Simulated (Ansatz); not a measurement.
Geometry optimisation, Ansatz 0.2.0, DFT PBE, scalar-relativistic, plane waves, PAW.

input.yaml

```yaml
crystal:
  lattice:
    - [5.048742, 0.0, 0.0]
    - [0.0, 5.048742, 0.0]
    - [0.0, 0.0, 17.135561]
  atoms:
    - { symbol: H, position: [0.42778688, 0.0, 0.05835817] }
    - { symbol: H, position: [0.07221316, 0.0, 0.05835817] }
    - { symbol: H, position: [0.92778692, 0.0, 0.05835817] }
    - { symbol: H, position: [0.5722132, 0.0, 0.05835817] }
    - { symbol: H, position: [0.42778688, 0.50000004, 0.05835817] }
    - { symbol: H, position: [0.07221316, 0.50000004, 0.05835817] }
    - { symbol: H, position: [0.92778692, 0.50000004, 0.05835817] }
    - { symbol: H, position: [0.5722132, 0.50000004, 0.05835817] }
    - { symbol: C, position: [0.25000002, 0.0, 0.0953981] }
    - { symbol: C, position: [0.75000006, 0.0, 0.0953981] }
    - { symbol: C, position: [0.25000002, 0.50000004, 0.0953981] }
    - { symbol: C, position: [0.75000006, 0.50000004, 0.0953981] }
    - { symbol: C, position: [0.25000002, 0.25000002, 0.14748277] }
    - { symbol: C, position: [0.75000006, 0.25000002, 0.14748277] }
    - { symbol: C, position: [0.25000002, 0.75000006, 0.14748277] }
    - { symbol: C, position: [0.75000006, 0.75000006, 0.14748277] }
    - { symbol: C, position: [0.0, 0.25000002, 0.19956744] }
    - { symbol: C, position: [0.50000004, 0.25000002, 0.19956744] }
    - { symbol: C, position: [0.0, 0.75000006, 0.19956744] }
    - { symbol: C, position: [0.50000004, 0.75000006, 0.19956744] }
    - { symbol: C, position: [0.0, 0.0, 0.25165211] }
    - { symbol: C, position: [0.50000004, 0.0, 0.25165211] }
    - { symbol: C, position: [0.0, 0.50000004, 0.25165211] }
    - { symbol: C, position: [0.50000004, 0.50000004, 0.25165211] }
    - { symbol: C, position: [0.25000002, 0.0969069, 0.29790096] }
    - { symbol: C, position: [0.75000006, 0.0969069, 0.29790096] }
    - { symbol: C, position: [0.25000002, 0.40309314, 0.29790096] }
    - { symbol: C, position: [0.75000006, 0.40309314, 0.29790096] }
    - { symbol: H, position: [0.75000006, 0.0208818, 0.3580601] }
    - { symbol: H, position: [0.25000002, 0.47911824, 0.3580601] }
    - { symbol: H, position: [0.75000006, 0.47911824, 0.3580601] }
    - { symbol: H, position: [0.91666674, 0.65970612, 0.33996907] }
basis:
  ecutwfc: 420.0
kpoints:
  mp_grid: { grid: [3, 3, 1] }
hamiltonian:
  xc: pbe
  pseudopotentials: { kind: paw, azcp: { folder: soft_1 } }
scf:
  occupations: { method: gaussian, width: 0.02 }
  lower_state_search: "off"
relax:
  f_tol: 0.03
  max_steps: 60
  adjacent_minimum: "off"
  constraints: [{ sites: [0, 1, 2, 3, 4, 5, 6, 7, 8, 9, 10, 11, 12, 13, 14, 15] }]
```

Launched with:

```bash
$ ansatz run input.yaml --threads 2 --pin off --max-ram 5120MiB --backend cpu --events-out ev --progress --plain --runs-dir out
```

**Question.** Where does it end, and by what steps?

**Answer.** The forces met the threshold. The force dipped under the threshold on the way, but the program's further checks kept it going. Limits of this set-up: thin slab, slab without dipole correction, open-shell adsorbate without spin. After 15 steps the energy has fallen by 7.486 eV; H32 moved furthest, 2.44 Å. Joined: C25–H32 (2.87 → 1.10 Å).

```csv
step,energy less start (eV),largest force component (eV/Å),accepted
0,0.0000,4.433,yes
1,-1.5059,1.294,yes
2,-1.9666,1.198,yes
3,-2.3532,1.240,yes
4,-2.7271,1.324,yes
5,-3.1283,1.526,yes
6,-3.5951,1.810,yes
7,-4.1720,2.202,yes
8,-4.8937,2.898,yes
9,-5.8297,2.852,yes
10,-6.7113,2.029,yes
11,-7.1033,1.219,yes
12,-7.3598,0.697,yes
13,-7.4798,0.123,yes
14,-7.4860,0.023,yes
15,-7.4860,0.023,yes
```

```xyz
32
Lattice="5.0487 0.0000 0.0000 0.0000 5.0487 0.0000 0.0000 0.0000 17.1356" Properties=species:S:1:pos:R:3
H 2.160 0.000 1.000
H 0.365 0.000 1.000
H 4.684 0.000 1.000
H 2.889 0.000 1.000
H 2.160 2.524 1.000
H 0.365 2.524 1.000
H 4.684 2.524 1.000
H 2.889 2.524 1.000
C 1.262 0.000 1.635
C 3.787 0.000 1.635
C 1.262 2.524 1.635
C 3.787 2.524 1.635
C 1.262 1.262 2.527
C 3.787 1.262 2.527
C 1.262 3.787 2.527
C 3.787 3.787 2.527
C 0.000 1.262 3.356
C 2.524 1.262 3.356
C 0.000 3.786 3.490
C 2.524 3.786 3.490
C 0.000 0.084 4.329
C 2.524 0.083 4.329
C 0.000 2.440 4.329
C 2.524 2.440 4.329
C 1.262 0.444 5.143
C 3.786 0.445 5.142
C 1.262 2.079 5.143
C 3.786 2.079 5.143
H 3.788 0.019 6.157
H 1.262 2.505 6.157
H 3.786 2.504 6.157
H 6.311 5.067 6.157
```

Whether the end is a true minimum wasn't checked by a vibrational analysis.

Time of the run: 89 s on 2 threads of Arm Neoverse V1, on a shared host, peak memory 0.67 GiB.
